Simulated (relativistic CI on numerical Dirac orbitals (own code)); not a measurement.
# Slater and spin-orbit integrals, Ga VII

Calculated at this level of theory: Dirac-Coulomb-Breit CI, KLI orbitals optimised for each configuration, model QED (radiative potential, 1s self-energy scaled to tabulated hydrogen-like ionisation energies), unscaled Slater integrals (own radial code, finite nucleus).

Slater integrals F^k, G^k are unscaled and averaged over j, outside the closed core [Ne]; ζ comes from projecting the Hamiltonian with its Breit term on Σ l·s of the shell.

- 3s2 3p6 3d7: F^2(3d,3d) = 143260, F^4(3d,3d) = 90383, ζ(3d) = 1638.1 cm⁻¹; <r>(3d) = 0.6754, <r^2>(3d) = 0.555 (bohr units).
- 3s2 3p6 3d6 4s: F^2(3d,3d) = 148270, F^4(3d,3d) = 93750, ζ(3d) = 1744.3, G^2(3d,4s) = 15499 cm⁻¹; <r>(3d) = 0.6562, <r^2>(3d) = 0.5221, <r>(4s) = 1.569, <r^2>(4s) = 2.766 (bohr units).
- 3s2 3p5 3d8: ζ(3p) = 20581, F^2(3d,3d) = 143070, F^4(3d,3d) = 90256, F^2(3p,3d) = 144780, G^1(3p,3d) = 175490, G^3(3p,3d) = 109000, ζ(3d) = 1603.4 cm⁻¹; <r>(3p) = 0.6503, <r^2>(3p) = 0.4933, <r>(3d) = 0.6761, <r^2>(3d) = 0.5564 (bohr units).

Question: Give the Racah parameters of the d shell in 3s2 3p6 3d7.

Answer: B = F²/49 − 5F⁴/441 = 1899 cm⁻¹ and C = 35F⁴/441 = 7173 cm⁻¹.

Averages of the first 10 configurations, taken without configuration mixing, which lowers the lowest level and can move excited configurations by several eV; other configurations of the list can lie among them:

```json
{"Configuration": "3s2 3p6 3d7", "Parity": "even", "States": "120", "Average energy above the lowest level (eV)": "5.1"}
{"Configuration": "3s2 3p6 3d6 4s", "Parity": "even", "States": "420", "Average energy above the lowest level (eV)": "54.6"}
{"Configuration": "3s2 3p5 3d8", "Parity": "odd", "States": "270", "Average energy above the lowest level (eV)": "95.0"}
{"Configuration": "3s2 3p6 3d6 4p", "Parity": "odd", "States": "1260", "Average energy above the lowest level (eV)": "68.2"}
{"Configuration": "3s2 3p4 3d9", "Parity": "even", "States": "150", "Average energy above the lowest level (eV)": "186.8"}
{"Configuration": "3s2 3p6 3d6 4d", "Parity": "even", "States": "2100", "Average energy above the lowest level (eV)": "88.6"}
{"Configuration": "3s 3p6 3d8", "Parity": "even", "States": "90", "Average energy above the lowest level (eV)": "151.5"}
{"Configuration": "3s2 3p6 3d6 5s", "Parity": "even", "States": "420", "Average energy above the lowest level (eV)": "98.8"}
{"Configuration": "3s2 3p6 3d6 5p", "Parity": "odd", "States": "1260", "Average energy above the lowest level (eV)": "104.2"}
{"Configuration": "3s2 3p6 3d6 4f", "Parity": "odd", "States": "2940", "Average energy above the lowest level (eV)": "104.7"}
```
